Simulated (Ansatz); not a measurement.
Consider the homolysis of the C–Si bond: `O[SiH](O)C[SiH](F)F` → `[CH2][SiH](O)O`• + `F[SiH]F`•.

Isolated molecules relaxed with PBE0-D4/def2-TZVP in Ansatz; ΔE leaves out vibrations. CCSD(T)/CBS adds triple-zeta CCSD(T) − MP2 to the extrapolated MP2 energy (def2 sets, frozen cores). This one scheme is used for every species. Functionals use def2-TZVPP. Open shells (•) are unrestricted, without spin–orbit coupling. Each species was taken in one conformer, which may not be the lowest.

`O[SiH](O)C[SiH](F)F`:

```xyz
13

O     1.558    1.478    0.484
Si    0.364    0.638    1.224
O    -1.076    1.414    1.299
C     0.127   -1.002    0.331
Si   -0.416   -0.816   -1.408
F     0.654    0.083   -2.185
F    -1.777    0.023   -1.432
H     1.586    1.493   -0.475
H     0.800    0.467    2.621
H    -1.641    1.413    0.524
H    -0.618   -1.596    0.872
H     1.072   -1.556    0.350
H    -0.632   -2.038   -2.204
```

`[CH2][SiH](O)O`•:

```xyz
9

C     0.550   -1.252    0.765
Si   -0.128    0.106   -0.250
O    -1.383    0.751    0.594
O     1.112    1.150   -0.520
H     1.591   -1.550    0.715
H    -0.069   -1.836    1.439
H    -0.654   -0.332   -1.577
H    -2.058    1.215    0.099
H     1.039    1.748   -1.264
```

`F[SiH]F`•:

Cartesian coordinates in Å:
```
F -0.681 -0.444 1.234
Si 0.075 -0.386 -0.165
F 1.401 0.467 0.050
H -0.795 0.363 -1.119
```

```json
{"level": "PBE-D4", "ΔE (kcal/mol)": "99.0"}
{"level": "PBE", "ΔE (kcal/mol)": "95.8"}
{"level": "r2SCAN", "ΔE (kcal/mol)": "95.6"}
{"level": "MP2/def2-TZVPP", "ΔE (kcal/mol)": "104.4"}
```

Q: What does CCSD(T)/CBS give? (Estimate.)

A: Ansatz gave: +103.6 kcal/mol. The listed levels differ from it by -4.6, -7.8, -8.0, 0.8 kcal/mol.

Largest T1 diagnostic among the species: 0.014.

From PBE to PBE0 (25 % exact exchange), in def2-TZVPP and without D4, ΔE moves by +1.4 kcal/mol. In def2-TZVPP, CCSD(T) changes the Hartree–Fock value by +28.1 kcal/mol (the triples alone add +2.4 kcal/mol) and MP2 by +30.9 kcal/mol; breaking electron pairs costs correlation energy, which Hartree–Fock lacks. The D4 term adds +5.1 kcal/mol with B3LYP and +2.8 kcal/mol with PBE0; it sums over pairs of atoms, weighted by their polarisabilities, and B3LYP, whose exchange is more repulsive, gets the larger term.

B3LYP here is the variant with VWN-RPA as its local correlation; programs differ in this.
